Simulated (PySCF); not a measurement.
C7H12GeSi, SMILES C[SiH2]c1cc[c]([GeH3])cc1 (GFN2-xTB optimised geometry):

```
21

Si    -0.485    -0.690     0.000
C     -1.129    -1.625    -1.523
C     -1.098    -1.565     1.559
C     -2.084    -1.011     2.369
C     -2.538    -1.668     3.497
C     -2.018    -2.905     3.857
C     -1.033    -3.465     3.052
C     -0.582    -2.806     1.925
Ge    -2.635    -3.826     5.461
H      0.985    -0.690     0.000
H     -0.985     0.690     0.000
H     -2.216    -1.636    -1.550
H     -0.781    -1.163    -2.442
H     -0.792    -2.658    -1.524
H     -2.503    -0.049     2.109
H     -3.309    -1.219     4.112
H     -0.620    -4.431     3.317
H      0.186    -3.261     1.315
H     -4.002    -3.363     5.850
H     -1.734    -3.580     6.631
H     -2.672    -5.307     5.251
```

Method: B3LYP/def2-SVP run with PySCF 2.14.0.

Question: What are the frontier orbital energies and the dipole moment?

Answer: HOMO-2 -8.11 eV, HOMO-1 -7.18 eV, HOMO -7.05 eV, LUMO -0.85 eV, LUMO+1 -0.39 eV; dipole moment 0.72 D.

On the same geometry PBE/def2-SVP (PySCF 2.14.0) gives HOMO-2 -7.01 eV, HOMO-1 -6.44 eV, HOMO -6.30 eV, LUMO -1.57 eV, LUMO+1 -1.17 eV; dipole moment 0.76 D.

Meta-Löwdin charges at B3LYP/def2-SVP: Si1 0.65, C2 -0.53, C3 -0.21, C4 -0.09, C5 -0.10, C6 -0.17, C7 -0.10, C8 -0.09, Ge9 0.37, H10 -0.12, H11 -0.12, H12 0.11, H13 0.11, H14 0.11, H15 0.10, H16 0.10, H17 0.10, H18 0.09, H19 -0.07, H20 -0.07, H21 -0.07.
